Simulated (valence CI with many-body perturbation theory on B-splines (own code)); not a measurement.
**E1 transitions of Os LXXII**

Level of theory: configuration interaction combined with many-body perturbation theory (CI+MBPT): three valence electrons over a frozen Dirac-Fock core [He], a basis of 11 s, 11 p, 10 d, 8 f, 5 g, 2 h functions for each j, with the one-electron correlation potential Σ1, the two-electron term Σ2, the three-electron term Σ3, Breit, model QED; selected CI, second order for the rest, scaled by the run's own slope (own B-spline code, finite nucleus).

No measured spectrum was set against this ion. As an estimate, large intervals hold to a few tenths of a per cent, small ones and those within an open d or f shell to about a per cent.

Lines 1 to 50 of 583 in falling wavelength, among levels below 16441 eV, chosen from the strongest by gf and those to the six lowest levels. Wavelengths and rates use the calculated energies. Electric multipoles are in the length gauge, E1 and E2 with the static RPA response of the core. Weak lines are less certain than strong ones. Lines between different terms over intervals too small for the method are left out, as are lines whose strength nearly cancels. The highest levels of a list are the least certain.

Levels are named by their leading jj configuration (3d3/2^4 stands for four electrons in 3d with j = 3/2), which in mixed levels can hold well under half, so a name can repeat and another be missing. Letters in brackets count levels of one name in rising energy.

| λ vac (nm) | Upper | Lower | A (s⁻¹) | log gf | Branch % |
| --- | --- | --- | --- | --- | --- |
| 36.73 | (2p1/2^2 4f7/2) J=7/2 | (2p1/2^2 4d5/2) J=5/2 | 8.46e+08 | -0.86 | 0.0 |
| 35.78 | (2s 2p1/2 4f7/2) J=5/2 | (2s 2p1/2 4d5/2) J=3/2 | 8.11e+08 | -1.03 | 0.0 |
| 35.07 | (2s 2p1/2 4f7/2) J=7/2 [b] | (2s 2p1/2 4d5/2) J=5/2 [b] | 8.85e+08 | -0.88 | 0.0 |
| 33.99 | (2s 2p1/2 4f7/2) J=7/2 [a] | (2s 2p1/2 4d5/2) J=5/2 [a] | 1.03e+09 | -0.85 | 0.0 |
| 32.80 | (2s 2p1/2 4f7/2) J=9/2 | (2s 2p1/2 4d5/2) J=7/2 | 1.18e+09 | -0.72 | 0.0 |
| 31.49 | (2s^2 4f7/2) J=7/2 | (2s^2 4d5/2) J=5/2 | 1.33e+09 | -0.80 | 0.0 |
| 19.04 | (2s 2p1/2 4f5/2) J=3/2 | (2s 2p1/2 4d3/2) J=1/2 | 3.84e+09 | -1.08 | 0.0 |
| 18.93 | (2s 2p1/2 4f5/2) J=5/2 [b] | (2s 2p1/2 4d3/2) J=3/2 [b] | 4.60e+09 | -0.83 | 0.0 |
| 18.53 | (2p1/2^2 4f5/2) J=5/2 | (2p1/2^2 4d3/2) J=3/2 | 6.14e+09 | -0.72 | 0.0 |
| 18.35 | (2s^2 4f5/2) J=5/2 | (2s^2 4d3/2) J=3/2 | 5.74e+09 | -0.76 | 0.0 |
| 18.01 | (2s 2p1/2 4f5/2) J=5/2 [a] | (2s 2p1/2 4d3/2) J=3/2 [a] | 6.51e+09 | -0.72 | 0.0 |
| 17.62 | (2s 2p1/2 4f5/2) J=7/2 | (2s 2p1/2 4d3/2) J=5/2 | 6.67e+09 | -0.61 | 0.0 |
| 16.06 | (2s^2 4d5/2) J=5/2 | (2s^2 4p3/2) J=3/2 | 1.39e+10 | -0.49 | 0.0 |
| 15.99 | (2s 2p1/2 4d5/2) J=7/2 | (2s 2p1/2 4p3/2) J=5/2 | 1.60e+10 | -0.31 | 0.0 |
| 15.84 | (2p1/2^2 4d5/2) J=5/2 | (2p1/2^2 4p3/2) J=3/2 | 1.68e+10 | -0.42 | 0.0 |
| 15.67 | (2s 2p1/2 4d5/2) J=5/2 [a] | (2s 2p1/2 4p3/2) J=3/2 [a] | 1.68e+10 | -0.43 | 0.0 |
| 15.49 | (2s 2p1/2 4d5/2) J=5/2 [b] | (2s 2p1/2 4p3/2) J=3/2 [b] | 1.50e+10 | -0.49 | 0.0 |
| 14.72 | (2s 2p1/2 4d5/2) J=3/2 | (2s 2p1/2 4p3/2) J=1/2 | 1.50e+10 | -0.71 | 0.0 |
| 7.024 | (2p3/2^2 3d5/2) J=5/2 [a] | (2p3/2^2 3p3/2) J=3/2 [a] | 2.60e+10 | -0.94 | 0.0 |
| 6.796 | (2p1/2 2p3/2 3d5/2) J=9/2 | (2p1/2 2p3/2 3p3/2) J=7/2 | 5.25e+10 | -0.44 | 0.2 |
| 6.779 | (2p1/2 2p3/2 3d5/2) J=7/2 [b] | (2p1/2 2p3/2 3p3/2) J=5/2 [b] | 4.42e+10 | -0.61 | 0.0 |
| 6.744 | (2s 2p1/2 3d5/2) J=7/2 | (2s 2p1/2 3p3/2) J=5/2 | 5.16e+10 | -0.55 | 0.0 |
| 6.706 | (2s 2p3/2 3d5/2) J=9/2 | (2s 2p3/2 3p3/2) J=7/2 | 4.92e+10 | -0.48 | 20.1 |
| 6.691 | (2s 2p3/2 3d5/2) J=7/2 [b] | (2s 2p3/2 3p3/2) J=5/2 [b] | 3.05e+10 | -0.79 | 0.0 |
| 6.674 | (2s 2p3/2 3d5/2) J=7/2 [a] | (2s 2p3/2 3p3/2) J=5/2 [a] | 3.86e+10 | -0.69 | 0.0 |
| 6.652 | (2p1/2^2 3d5/2) J=5/2 | (2p1/2^2 3p3/2) J=3/2 | 5.66e+10 | -0.65 | 0.0 |
| 6.632 | (2s 2p3/2 3d5/2) J=5/2 [b] | (2s 2p3/2 3p3/2) J=3/2 [b] | 3.30e+10 | -0.88 | 0.0 |
| 6.624 | (2p3/2^2 3d5/2) J=7/2 | (2p3/2^2 3p3/2) J=5/2 | 4.11e+10 | -0.66 | 0.1 |
| 6.622 | (2s 2p3/2 3d5/2) J=3/2 [b] | (2s 2p3/2 3p3/2) J=1/2 [b] | 3.33e+10 | -1.06 | 0.0 |
| 6.613 | (2p1/2 2p3/2 3d5/2) J=7/2 [a] | (2p1/2 2p3/2 3p3/2) J=5/2 [a] | 4.89e+10 | -0.59 | 0.1 |
| 6.596 | (2p3/2^2 3d5/2) J=9/2 | (2p3/2^2 3p3/2) J=7/2 | 5.35e+10 | -0.46 | 0.2 |
| 6.584 | (2s^2 3d5/2) J=5/2 | (2s^2 3p3/2) J=3/2 | 3.80e+10 | -0.83 | 0.0 |
| 6.583 | (2p1/2 2p3/2 3d5/2) J=5/2 [b] | (2p1/2 2p3/2 3p3/2) J=3/2 [b] | 3.20e+10 | -0.90 | 0.0 |
| 6.565 | (2p3/2^2 3d5/2) J=5/2 [b] | (2p3/2^2 3p3/2) J=3/2 [b] | 5.10e+10 | -0.70 | 0.0 |
| 6.563 | (2s 2p1/2 3d5/2) J=5/2 [a] | (2s 2p1/2 3p3/2) J=3/2 [a] | 5.18e+10 | -0.70 | 0.0 |
| 6.509 | (2s 2p1/2 3d5/2) J=3/2 | (2s 2p1/2 3p3/2) J=1/2 | 3.57e+10 | -1.04 | 0.0 |
| 6.382 | (2s 2p1/2 3d5/2) J=5/2 [b] | (2s 2p1/2 3p3/2) J=3/2 [b] | 4.91e+10 | -0.74 | 0.0 |
| 6.315 | (2p1/2 2p3/2 3d5/2) J=5/2 [a] | (2p1/2 2p3/2 3p3/2) J=3/2 [a] | 3.00e+10 | -0.97 | 0.0 |
| 6.232 | (2s 2p3/2 3d5/2) J=5/2 [a] | (2s 2p3/2 3p3/2) J=3/2 [a] | 3.37e+10 | -0.93 | 0.0 |
| 6.207 | (2p1/2 2p3/2 3d5/2) J=3/2 [a] | (2p1/2 2p3/2 3p3/2) J=1/2 [a] | 3.85e+10 | -1.05 | 0.0 |
| 6.179 | (2s 2p1/2 2p3/2) J=3/2 [a] | (2s^2 2p3/2) J=3/2 | 1.25e+09 | -2.54 | 0.8 |
| 5.851 | (2s 2p1/2 4d3/2) J=5/2 | (2s^2 4d3/2) J=3/2 | 4.49e+10 | -0.86 | 0.0 |
| 5.780 | (2p1/2 2p3/2 3p3/2) J=7/2 | (2s 2p3/2 3p3/2) J=5/2 [b] | 3.84e+10 | -0.81 | 0.0 |
| 5.738 | (2s 2p1/2 4p3/2) J=5/2 | (2s^2 4p3/2) J=3/2 | 6.65e+10 | -0.71 | 0.1 |
| 5.621 | (2s 2p1/2 4d3/2) J=3/2 [b] | (2s 2p1/2 4p1/2) J=1/2 [b] | 1.66e+11 | -0.50 | 0.0 |
| 5.604 | (2s 2p1/2 4d3/2) J=1/2 | (2s 2p1/2 4p1/2) J=1/2 [b] | 2.44e+11 | -0.64 | 0.0 |
| 5.532 | (2s 2p1/2 3p3/2) J=5/2 | (2s^2 3p3/2) J=3/2 | 3.20e+10 | -1.06 | 0.0 |
| 5.501 | (2p1/2^2 4d3/2) J=3/2 | (2p1/2^2 4p1/2) J=1/2 | 3.29e+11 | -0.22 | 0.1 |
| 5.461 | (2s 2p1/2 4d3/2) J=3/2 [a] | (2s 2p1/2 4p1/2) J=1/2 [a] | 3.22e+11 | -0.24 | 0.1 |
| 5.439 | (2s^2 4d3/2) J=3/2 | (2s^2 4p1/2) J=1/2 | 3.29e+11 | -0.23 | 0.1 |

(1) How does gf follow from A for the line at 5.461 nm?

## Answers

(1) gf = 1.4992 × (2J+1)_upper × A / σ², with σ = 1831070 cm⁻¹ and 2J+1 = 4: gf = 0.576.
